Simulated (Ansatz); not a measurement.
An input meant for [MoS4]2- (MoS₄²⁻) (charge -2, singlet; atoms displaced at random, 0.03 Å in each coordinate).

```yaml
crystal:
  periodic: [false, false, false]
  atoms:
    - {symbol: Mo, position_ang: [0.047007, 0.037632, 0.003242]}
    - {symbol: S, position_ang: [2.178216, 0.046585, -0.444303]}
    - {symbol: S, position_ang: [2.128216, -0.003415, -0.744303]}
    - {symbol: S, position_ang: [-1.097339, 1.762784, -0.704484]}
    - {symbol: S, position_ang: [-1.089796, -1.826175, -0.722634]}
basis:
  gaussian: {orbitals: def2-mTZVPP, fitting: {mean_field: def2-universal-jkfit}}
total_charge: -2
hamiltonian: {xc: {name: rPW86-PBE}}
accuracy: high
output: {forces: true}
```

```sh
$ ansatz run in.yaml --threads 4 --pin off --events-out ev --progress --plain --max-ram 3916MiB
```

It prints (some lines left out):

```
Functional definition: rPW86-PBE
767 factors; integrals over basis functions are off by at most 1.2e0 eV
mean field evaluation 1: about -42699.7863 eV, gradient 1.6e2 eV
mean field evaluation 2: about -42087.0434 eV, gradient 4.1e2 eV
mean field evaluation 4: about -42747.9392 eV, gradient 6.5e1 eV
mean field evaluation 8: about -42761.0212 eV, gradient 5.2e0 eV
mean field evaluation 16: about -42761.1093 eV, gradient 1.4e-1 eV
mean field evaluation 32: about -42752.5572 eV, gradient 2.9e1 eV
mean field evaluation 64: about -42760.7645 eV, gradient 9.1e0 eV
mean field -42761.11048874 eV, -1571.4418259396 hartree, gradient 6.4e-8 eV, S^2 0.000000; 4 other end points of the search recorded, 0 dependent functions left out
reference -42761.11049955 eV, -1571.4418263368 hartree; 40, 40 occupied and 101, 101 virtual orbitals, 767 factors
Total energy: -42761.11049955 eV, -1571.4418263368 hartree
Atom 0 at     0.047007     0.037632     0.003242 Å, force     3.208688    -2.157179    -0.650055 eV/Å
Atom 1 at     2.178216     0.046585    -0.444303 Å, force  2697.949922  2700.494420 16179.521651 eV/Å
Atom 2 at     2.128216    -0.003415    -0.744303 Å, force -2701.374084 -2700.300226 -16178.421157 eV/Å
Atom 3 at    -1.097339     1.762784    -0.704484 Å, force    -0.405675     2.234537    -0.320876 eV/Å
Atom 4 at    -1.089796    -1.826175    -0.722634 Å, force     0.621149    -0.271552    -0.129563 eV/Å
Dipole moment:     1.983208     0.195952    -0.643156 e Å
```

In this input one atom was put on top of another. Self-consistency was reached. The result belongs to that input, not to the species as meant.

In the def2 sets Mo takes a core potential; there is no spin–orbit coupling. A multiply charged anion in the gas phase is held together partly by the finite basis. Removing one electron lowers the energy by 0.39 eV at PBE0-D4/def2-TZVPD, so it isn't bound. The highest occupied level of an anion often lies above zero with these methods, and sets without diffuse functions describe the outer electron poorly.
